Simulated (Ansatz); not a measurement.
Relaxation of FGaH7NSi2 (12 atoms, charge 0, multiplicity 1), to a largest force component of 0.015 eV/Å in at most 40 steps.

Computed with RKS B3LYP/def2-SVP in Ansatz.

```xyz
12
Properties=species:S:1:pos:R:3
N -0.662 -0.102 2.034
Si -0.412 -1.222 0.695
Ga -0.127 -0.832 -1.575
F -0.317 -0.756 -1.669
Si 0.734 1.121 -1.301
H 0.122 -0.206 2.725
H -1.495 -0.511 2.604
H 0.926 -1.863 0.902
H -1.475 -2.210 0.718
H 1.962 0.920 -0.478
H -0.188 2.011 -0.516
H 1.091 1.759 -2.554
```

Where does it end, and by what steps?

It did not converge within its limit. After 39 steps the energy has fallen by 4687.845 eV; Ga3 moved furthest, 2.48 Å. The start is strongly strained (largest force component 34780 eV/Å), so its close contacts needn't be bonds. Parted: Si2–Ga3 (2.32 → 4.78 Å), Ga3–Si5 (2.15 → 4.52 Å). Joined: Si2–Si5 (3.28 → 2.38 Å).

| step | energy less start (eV) | largest force component (eV/Å) | accepted |
| --- | --- | --- | --- |
| 0 | 0.0000 | 34780.266 | yes |
| 2 | -4398.8402 | 1285.681 | yes |
| 4 | -4625.1948 | 300.424 | yes |
| 6 | -4670.4079 | 71.248 | yes |
| 8 | -4682.8397 | 9.817 | yes |
| 10 | -4684.9606 | 8.315 | yes |
| 12 | -4686.8112 | 0.921 | yes |
| 14 | -4687.4014 | 0.336 | yes |
| 16 | -4687.5889 | 0.322 | yes |
| 18 | -4687.6620 | 0.662 | yes |
| 20 | -4687.6949 | 0.439 | yes |
| 22 | -4687.7401 | 0.280 | yes |
| 24 | -4687.7731 | 0.345 | yes |
| 26 | -4687.7914 | 0.149 | yes |
| 28 | -4687.7991 | 0.497 | yes |
| 30 | -4687.8136 | 0.059 | yes |
| 32 | -4687.8217 | 0.275 | yes |
| 34 | -4687.8365 | 0.095 | yes |
| 36 | -4687.8398 | 0.257 | no |
| 38 | -4687.8447 | 0.104 | yes |
| 39 | -4687.8443 | 0.227 | no |

```xyz
12
Properties=species:S:1:pos:R:3
N -0.272 -0.498 2.546
Si -0.249 -0.755 0.814
Ga -0.599 -1.690 -3.855
F -0.489 -1.220 -2.109
Si 0.648 1.032 -0.473
H 0.610 -0.328 3.029
H -0.985 0.128 2.918
H 0.574 -1.977 0.561
H -1.669 -0.983 0.423
H 1.286 2.058 0.422
H -0.407 1.752 -1.261
H 1.712 0.590 -1.430
```

Time of the run: 3.4 min on 2 threads of Arm Neoverse V2 (shared host), peak memory 0.36 GiB.
